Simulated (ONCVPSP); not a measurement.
# Hf (Z = 72): one change to an ONCV potential, before and after

Hf, optimised norm-conserving Vanderbilt (ONCV), made with ONCVPSP 4.0.1 (PW91, scalar-relativistic). Core [Kr] 4d10 4f14, reference 5s2 5p6 5d2 6s2. Waves: 5s+6s: rc 2.10 bohr, ncon 5, nbas 9, qcut 5.7 1/bohr, 3 projectors, debl 3.6 Ha; 5p: rc 1.60 bohr, ncon 4, nbas 9, qcut 10.7 1/bohr, 2 projectors, debl 1.9 Ha; 5d: rc 3.05 bohr, ncon 3, nbas 6, qcut 6 1/bohr, 1 projector. Local part: polynomial inside 1.40 bohr (lpopt 4, dvloc0 0 Ha). Core correction: Teter function fitted to the true core (icmod 2), fcfact 0.35.

All-electron outer shells of the reference configuration (PW91, scalar-relativistic, ld1.x):

```
shell  level (eV)  outermost node (bohr)  outermost maximum (bohr)
   5s      -67.07                   0.55                      1.01
   5p      -35.62                   0.60                      1.16
   4f      -16.89                      –                      0.45
   6s       -5.16                   1.37                      2.89
   5d       -2.74                   0.67                      1.69
```

Change: s: ncon 4, nbas 8.

Cutoffs: the cutoffs (Ha) at which the residual kinetic energy of the hardest occupied pseudo-wave falls to 1 and 0.1 mHa per electron; they do not see the model core or the augmentation charge, which bear on the density cutoff. Errors are all-electron minus pseudo energies relative to the spin-unpolarised reference configuration.

Task: What does the change do?

Result: The potential gets neither clearly harder nor softer (31 Ha and 37 Ha → 31 Ha and 37 Ha); the p channel sets the loose cutoff, while the largest relative change is in s, which becomes softer; of the 3 tests that both files solve, the error grows in 2 and shrinks in 0 by more than 15 % and 0.3 meV (median size 1.9 → 2.6 meV); neither file shows a bound ghost.

| quantity | base | changed |
| --- | --- | --- |
| cutoff, loose | 31 Ha | 31 Ha |
| cutoff, tight | 37 Ha | 37 Ha |
| loose cutoff by channel | s 12 Ha, p 31 Ha, d 9.2 Ha | s 10 Ha, p 31 Ha, d 9.2 Ha |
| bound ghosts | none | none |
| GHOST(+) flags under 300 eV | none | s at 267.3 eV |
| tests with a reliable result | 3 of 4 | 3 of 4 |
| error for 5s2 5p6 5d2 6s1, meV [ΔE 8.03 eV] | -2.4 | -2.6 |
| error for 5s2 5p6 5d2 6s0, meV [ΔE 22.25 eV] | -1.9 | -3.4 |
| error for 5s2 5p6 5d3 6s1, meV [ΔE 2.59 eV] | -1.0 | -1.6 |
| s: phases at 2.13 bohr within 0.05 rad from the reference energy up to (Ha; the scan ends near 5) | to the end of the scan | to the end of the scan |
| p: phases at 1.63 bohr within 0.05 rad from the reference energy up to (Ha; the scan ends near 5) | to the end of the scan | to the end of the scan |
| d: phases at 3.09 bohr within 0.05 rad from the reference energy up to (Ha; the scan ends near 5) | 0.7 | 0.7 |
| rms error of d²Exc/dni dnj with the model core, mHa | 0.89 | 1.13 |
